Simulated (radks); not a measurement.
Results of a calculation; reference values are marked as such.
Task: Spherical quantum dot in the effective-mass picture: electrons in a well V = -V0 / (1 + exp((r - R)/a)) with V0 = 55.9, R = 1.41, a = 0.15, all in effective atomic units (hartree* = m*/eps^2 hartree, bohr* = eps/m* bohr), one dielectric constant everywhere. Level of theory: non-relativistic Kohn-Sham, exchange-only LDA, spin-polarised, spherical densities (a radial shooting solver with Libxc functionals). Levels are named by radial order and angular momentum (1s, 1p, 1d, 2s, ...), and open shells are averaged over m. Each electron was tried in the lowest free levels, single moves between levels near the top were tried too, and the lowest total energy was kept; such a search can miss a lower state. Give the order in which the levels fill up to N = 25, the shell closures and the spin along the way.

Result: Shells are first occupied in the order 1s, 1p, 1d, 2s, 1f. Open shells at each N (closed shells left out): 1: 1s(up 1, down 0); 2: none; 3: 1p(up 1, down 0); 4: 1p(up 2, down 0); 5: 1p(up 3, down 0); 6: 1p(up 3, down 1); 7: 1p(up 3, down 2); 8: none; 9: 1d(up 1, down 0); 10: 1d(up 2, down 0); 11: 1d(up 3, down 0); 12: 1d(up 4, down 0); 13: 1d(up 5, down 0); 14: 1d(up 5, down 1); 15: 1d(up 5, down 2); 16: 1d(up 5, down 3); 17: 1d(up 5, down 4); 18: none; 19: 2s(up 1, down 0); 20: none; 21: 1f(up 1, down 0); 22: 1f(up 2, down 0); 23: 1f(up 3, down 0); 24: 1f(up 4, down 0); 25: 1f(up 5, down 0). All shells are closed at N = 2, 8, 18, 20 (there: 1s2 1p6 1d10 2s2). Largest 2S: 5, at N = 13, 25.
